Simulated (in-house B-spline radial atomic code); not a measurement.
**PBE hybrid excitations of Zn**

Method: PBE hybrid with 0.3 exact exchange. Computed with a B-spline radial code for spherical atoms: linear response of the closed shell [Ar] 3d10 4s2 with the functional's adiabatic kernel; scalar-relativistic (spin-free one-electron X2C), finite nucleus, no spin-orbit coupling, no double excitations, S, P, D and F terms only; shells from n = 2 respond. Only terms of natural parity with L up to 3 were computed.

Command:
```bash
python run_td.py task.json out
```
Settings (radii: box in bohr, nucleus in fm):
```
Z                        30
electrons                30
configuration            [Ar] 3d10 4s2
hamiltonian              x2c
method                   pbeh
box_radius               75
exact_exchange_fraction  0.3
rms_radius               3.9283
intervals                77
```

Time taken, with all properties: 2.8 s on 1 thread of Arm Neoverse N1 (shared host).

The lowest states, in the order of their Tamm-Dancoff energies; the method's threshold (minus the highest occupied level) is 6.844 eV. Labels give the largest channel, * marks a mixed state, and oscillator strengths are full-response dipole values. Measured ¹D terms are left out, since they can mix with doubly excited terms. Semilocal kernels can invert the small singlet-triplet splittings of Rydberg terms. Energies in eV:

```json
{"state": "4s → 4p 3P", "full response": "3.647", "Tamm-Dancoff": "3.826", "oscillator strength": "-", "measured (J-weighted term)": "4.054"}
{"state": "4s → 4p 1P", "full response": "5.466", "Tamm-Dancoff": "5.615", "oscillator strength": "1.32", "measured (J-weighted term)": "5.796"}
{"state": "4s → 5s 3S", "full response": "5.959", "Tamm-Dancoff": "5.965", "oscillator strength": "-", "measured (J-weighted term)": "6.654"}
{"state": "4s → 5s 1S", "full response": "6.189", "Tamm-Dancoff": "6.199", "oscillator strength": "-", "measured (J-weighted term)": "6.917"}
{"state": "4s → 5p 3P", "full response": "?", "Tamm-Dancoff": "?", "oscillator strength": "-", "measured (J-weighted term)": "-"}
{"state": "4s → 5p 1P", "full response": "6.601", "Tamm-Dancoff": "6.611", "oscillator strength": "0.0415", "measured (J-weighted term)": "-"}
{"state": "4s → 6s 3S", "full response": "?", "Tamm-Dancoff": "?", "oscillator strength": "-", "measured (J-weighted term)": "-"}
```

(1) Where does 4s → 5p 3P lie?

(2) Where does 4s → 6s 3S lie?

(3) How large is the singlet-triplet splitting of 4s → 4p (P terms) in Tamm-Dancoff?

(4) What polarisabilities and dispersion coefficient does the method give?

Results:

(1) At 6.527 eV in full response, 6.532 eV in Tamm-Dancoff.

(2) At 6.618 eV in full response, 6.619 eV in Tamm-Dancoff.

(3) 1.79 eV, from the unrounded values.

(4) Dipole 41.29 bohr³, quadrupole 337 bohr⁵, C6 306.3 hartree·bohr⁶ for two such species. Recommended dipole value: 38.67 ± 0.3 bohr³ (Schwerdtfeger and Nagle, table of static dipole polarizabilities (2023 update)), which includes relativity and correlation.
